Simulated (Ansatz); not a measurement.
Consider the redistribution: `[OH][SnH3]` + `C[O][Ti]([Cl])([Cl])[Cl]` → `C[O][SnH3]` + `[OH][Ti]([Cl])([Cl])[Cl]`.

Isolated molecules relaxed with PBE0-D4/def2-TZVP in Ansatz; ΔE leaves out vibrations. CCSD(T)/CBS adds triple-zeta CCSD(T) − MP2 to the extrapolated MP2 energy (def2 sets, frozen cores). Functionals use def2-TZVPP. Elements past krypton have def2 core potentials. For Sn, Ti outer-core shells are correlated without core-valence functions, which leaves a few kJ/mol of doubt a bond. Scalar relativity is left out up to krypton. Each species was taken in one conformer, which may not be the lowest.

```
 level  ΔE (kJ/mol)
PBE-D4         28.4
  BLYP         30.2
```

Q: What does CCSD(T)/CBS give? (Best estimate.)

A: Computed: +29.2 kJ/mol. The listed levels differ from it by -0.8, 1.0 kJ/mol.

Largest T1 diagnostic among the species: 0.024, so the coupled-cluster value is less sure than usual.

Leaving LDA and LC-ωPBE aside and taking each functional with its dispersion term where it has one, the values, not all of them listed here, spread over 7.7 kJ/mol, from ωB97M-V to B2PLYP. At CCSD(T), def2-SVP lies +5.6 kJ/mol from the extrapolated value and def2-TZVPP +2.7 kJ/mol. In def2-TZVPP, CCSD(T) changes the Hartree–Fock value by +3.8 kJ/mol (the triples alone add +2.4 kJ/mol) and MP2 by +7.6 kJ/mol.
